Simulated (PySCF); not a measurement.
C5H5F3O.
SMILES with atom numbers: `[F:1][C:2]([F:3])=[C:4]([F:5])[C@@H:6]1[CH2:7][CH2:8][O:9]1`

Geometry (GFN2-xTB, Å), atoms numbered from 1 in this order:
```xyz
14
C5H5F3O angstrom
F      1.0360    1.5101   -1.2114
C      1.8459    0.6133   -0.6725
F      3.0777    0.7607   -1.1318
C      1.4461   -0.3149    0.1900
F      2.3504   -1.2019    0.6478
C      0.0565   -0.4687    0.7333
C     -1.0698   -0.7268   -0.2861
C     -1.6333    0.6077    0.2092
O     -0.5399    0.7667    1.1220
H      0.1059   -1.1775    1.5683
H     -1.6788   -1.6014   -0.0781
H     -0.7505   -0.7332   -1.3243
H     -2.5870    0.5523    0.7386
H     -1.6600    1.4131   -0.5272
```

Probes without a nucleus sit at each ring's centroid and 1 Å off its mean plane on both sides; NICS is minus the shielding there, NICSzz its component along the normal. Level: GIAO PBE0/pcSseg-1 (PySCF, non-relativistic, gas phase) on the GFN2-xTB geometry, one conformer.

Ring bond lengths (Å), with Mayer bond orders in brackets: C6–C7 1.541 (1.01), C7–C8 1.531 (1.04), C8–O9 1.433 (0.92), O9–C6 1.426 (0.95).

Q: What do the NICS probes read (ppm)?

A: 
```json
{"ring": "C6–C7–C8–O9", "type": "4-membered ring with O; formal bonds all single", "NICS(0)": "0.5", "NICS(1), two faces": "1.6 / 1.7", "NICS(1)zz, two faces": "1.1 / 3.3", "rms pucker (Å)": "0.00", "centre to ring atoms, mean (Å)": "1.05"}
```

Q: What can be read from them?

A: 
- C6–C7–C8–O9: mean NICS(1)zz 2.2 ppm, near zero. C6, C7, C8 have four or more neighbours; no verdict on aromaticity is drawn.

Q: At the second NICS(1) probe listed for ring C6–C7–C8–O9, 1 Å off the ring, how large is the induced field along the normal in 14.1 T applied along it?

A: NICSzz × B0 = 3.3 ppm × 14.1 T = 47 μT, along the applied field.

Q: What are the shieldings of the ring atoms and their hydrogens in the same run (means over atoms taken as equivalent)?

A: 
```json
{"atoms": "C6", "environment": "sp3 carbon bound to oxygen", "σ isotropic (ppm)": "106.5"}
{"atoms": "C7", "environment": "four-membered-ring carbon", "σ isotropic (ppm)": "155.2"}
{"atoms": "C8", "environment": "sp3 carbon bound to oxygen", "σ isotropic (ppm)": "117.2"}
{"atoms": "O9", "environment": "cyclic ether oxygen", "σ isotropic (ppm)": "292.8"}
{"atoms": "H10", "environment": "methine hydrogen", "σ isotropic (ppm)": "26.34"}
{"atoms": "H11", "environment": "methylene hydrogen", "σ isotropic (ppm)": "28.52"}
{"atoms": "H12", "environment": "methylene hydrogen", "σ isotropic (ppm)": "29.08"}
{"atoms": "H13", "environment": "methylene hydrogen", "σ isotropic (ppm)": "26.96"}
{"atoms": "H14", "environment": "methylene hydrogen", "σ isotropic (ppm)": "26.90"}
```
